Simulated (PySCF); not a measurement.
PySCF 2.14 output of an unrestricted HSE06 calculation on a single atom or ion in def2-TZVPPD (6s4p3d1f, 40 functions), with no relativity, point nucleus:

```
SCF conv_tol = 1e-09
number electrons alpha = 5  beta = 2
    J. Heyd, G. E. Scuseria, and M. Ernzerhof.,  J. Chem. Phys. 118, 8207 (2003)
    J. Heyd, G. E. Scuseria, and M. Ernzerhof.,  J. Chem. Phys. 124, 219906 (2006)
    A. V. Krukau, O. A. Vydrov, A. F. Izmaylov, and G. E. Scuseria.,  J. Chem. Phys. 125, 224106 (2006)
cycle= 1 E= -74.5175651175947  delta_E= -0.00197  |g|= 0.00459  |ddm|= 0.0613
cycle= 2 E= -74.5175772768828  delta_E= -1.22e-05  |g|= 0.000684  |ddm|= 0.00481
cycle= 3 E= -74.5175775196299  delta_E= -2.43e-07  |g|= 0.000138  |ddm|= 0.000746
cycle= 4 E= -74.5175775252753  delta_E= -5.65e-09  |g|= 2.45e-05  |ddm|= 8.34e-05
cycle= 5 E= -74.5175775254492  delta_E= -1.74e-10  |g|= 3.53e-07  |ddm|= 1.45e-05
converged SCF energy = -74.5175775254492  <S^2> = 3.7522353  2S+1 = 4.0011175
```

The run itself started from symmetry-adapted Hartree-Fock orbitals and held the occupation by maximum overlap, on a logarithmic radial grid, so the iterations belong to that start.

Question: Which element, charge and spin multiplicity is this?

Answer: O⁺ (oxygen, charge +1), multiplicity 4; the state was [He] 2s2 2p3, high-spin 4S determinant.
